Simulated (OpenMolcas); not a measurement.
4d5 along the 41-electron sequence

* Program: OpenMolcas
* Method: SS-CASPT2, IPEA 0.25 Eh, imaginary shift 0.1 Eh
* Basis: ANO-RCC-VQZP
* Scalar Hamiltonian: DKH2, point nucleus
* Spin-orbit coupling: RASSI with atomic mean-field integrals over the reference wave functions, term energies averaged over their components

Active space for each ion: 5 electrons in 10 orbitals (4d 5d); closed shells correlated by CASPT2: 4s 4p.

Computed levels in cm-1 above 6S 5/2:

| Level | Ru3+ | Rh4+ | Pd5+ | Ag6+ |
| --- | --- | --- | --- | --- |
| 4G 5/2 | 23370 | 26110 | 28740 | 31200 |
| 4G 7/2 | 23620 | 26490 | 29290 | 32050 |
| 4G 11/2 | 23760 | 26660 | 29520 | 32360 |
| 4G 9/2 | 23790 | 26730 | 29630 | 32530 |
| 4P 3/2 | 26300 | 29380 | 32290 | 34960 |
| 4P 1/2 | 27000 | 30310 | 33510 | 36480 |
| 4D 7/2 | 28190 | 31690 | 35060 | 38420 |
| 4D 1/2 | 28990 | 32830 | 36610 | 40400 |
| 4D 5/2 | 29540 | 33460 | 37310 | 41080 |
| weight of 6S in the lowest level (%) | 99 | 99 | 98 | 98 |

Mixed levels, with the weight of the term that names them: Ru3+ 4P 3/2 (60 %), Ru3+ 4P 1/2 (72 %), Ru3+ 4D 1/2 (73 %), Ru3+ 4D 5/2 (59 %), Rh4+ 4P 3/2 (57 %), Rh4+ 4P 1/2 (70 %), Rh4+ 4D 1/2 (71 %), Rh4+ 4D 5/2 (58 %), Pd5+ 4P 3/2 (55 %), Pd5+ 4P 1/2 (68 %), Pd5+ 4D 1/2 (68 %), Pd5+ 4D 5/2 (56 %), Ag6+ 4P 3/2 (55 %), Ag6+ 4P 1/2 (69 %), Ag6+ 4D 1/2 (70 %), Ag6+ 4D 5/2 (56 %).

Measured, with the error of the calculation in %. Measured levels: Ag6+ from the list in Gamrath, thesis, University of Mons (2023).

```
  Level          Ag6+
 4G 5/2  29390 (+6.2)
 4G 7/2  30378 (+5.5)
4G 11/2  30662 (+5.5)
 4G 9/2  30907 (+5.2)
 4P 3/2  32994 (+6.0)
 4P 1/2  34605 (+5.4)
 4D 7/2  36485 (+5.3)
 4D 1/2  38685 (+4.4)
 4D 5/2  39299 (+4.5)
```

4G 5/2 changes by a factor of 1.34 over the same range, with steps per unit of Z of +2740, +2630, +2460 cm-1.

Term energies are means over components that CASPT2 splits; among the terms shown or strongly mixed into the levels shown the widest spread is 58 cm-1 (4d5 4D, Rh4+). Active for correlation alone: 5d; no level in the range computed is led by a configuration that fills it, so any true level of that kind is missing. Measured partners are found by configuration, term and J. A level has none where our copy of the source lacks it or the pairing is in doubt (some pairs that miss far off the trend of their configuration count as doubtful), and it then counts in no deviation. Only configurations of the active space appear.
